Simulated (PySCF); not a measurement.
Species: `C/N=C/[C@H]1C[C@H]2C[C@@H](C1)C2`. The columns A, B, C and D hold Mulliken, IAO, Hirshfeld and ESP-fitted charges (e) of one PBE0/pcSseg-1 density (PySCF), in a shuffled order. Coordinates in Å (GFN2-xTB); the density's dipole moment is (-0.23, -1.15, 0.40) D.

```tsv
atom	x	y	z	A	B	C	D
C1	-3.763	0.091	-0.788	-0.299	-0.302	-0.091	-0.074
N2	-2.431	0.377	-0.363	-0.339	-0.276	-0.435	-0.135
C3	-1.766	-0.470	0.279	+0.253	+0.035	+0.159	+0.049
C4	-0.365	-0.223	0.737	+0.325	-0.130	-0.388	-0.025
C5	0.555	-1.341	0.191	-0.496	-0.258	-0.081	-0.067
C6	1.993	-0.849	0.067	+0.655	-0.101	-0.319	-0.025
C7	2.039	0.295	-0.955	-0.805	-0.273	-0.081	-0.078
C8	1.646	1.214	0.210	+0.752	-0.101	-0.320	-0.025
C9	0.131	1.185	0.373	-0.548	-0.262	-0.028	-0.076
C10	2.307	0.193	1.151	-0.842	-0.277	-0.073	-0.079
H11	-4.428	0.840	-0.354	+0.140	+0.156	+0.120	+0.048
H12	-4.111	-0.914	-0.507	+0.096	+0.107	+0.077	+0.030
H13	-3.807	0.198	-1.873	+0.146	+0.156	+0.119	+0.048
H14	-2.169	-1.464	0.540	-0.003	+0.089	+0.069	+0.033
H15	-0.377	-0.317	1.830	-0.021	+0.138	+0.142	+0.040
H16	0.502	-2.207	0.856	+0.086	+0.131	+0.121	+0.035
H17	0.208	-1.661	-0.795	+0.105	+0.128	+0.120	+0.033
H18	2.687	-1.681	-0.064	-0.063	+0.124	+0.097	+0.033
H19	3.045	0.488	-1.322	+0.173	+0.133	+0.111	+0.038
H20	1.346	0.239	-1.792	+0.209	+0.121	+0.112	+0.034
H21	2.029	2.234	0.207	-0.084	+0.124	+0.097	+0.034
H22	-0.184	1.881	1.152	+0.095	+0.134	+0.118	+0.035
H23	-0.345	1.499	-0.557	+0.075	+0.147	+0.133	+0.025
H24	1.871	0.052	2.137	+0.209	+0.119	+0.108	+0.031
H25	3.377	0.364	1.251	+0.184	+0.135	+0.112	+0.038
```

Problem. Which column most likely holds the ESP-fitted charges?

Solution. A. Σ q r misses the density's dipole by 0.05 D (A), 0.35 D (B), 0.57 D (D), 1.09 D (C). Charges fitted to the outside potential are the only set here that is tied to the molecule's multipoles.

Problem. And the Hirshfeld charges?

Solution. D. The mean sizes are 0.047 e (D), 0.145 e (C), 0.158 e (B), 0.280 e (A), and Hirshfeld charges are commonly the smallest of these schemes.

As computed, A = ESP-fitted, B = IAO, C = Mulliken, D = Hirshfeld. Hydrogens on carbon: ESP-fitted -0.08 to +0.21, IAO +0.09 to +0.16, Mulliken +0.07 to +0.14, Hirshfeld +0.03 to +0.05 e.

The Mulliken scheme counts on each atom the diagonal of the density matrix times the overlap matrix over that atom's basis functions. The IAO scheme projects the occupied orbitals on a minimal set of polarised atomic orbitals and counts the electrons in each atom's part of it.

Geometry: GFN2-xTB, one conformer, isolated molecule.
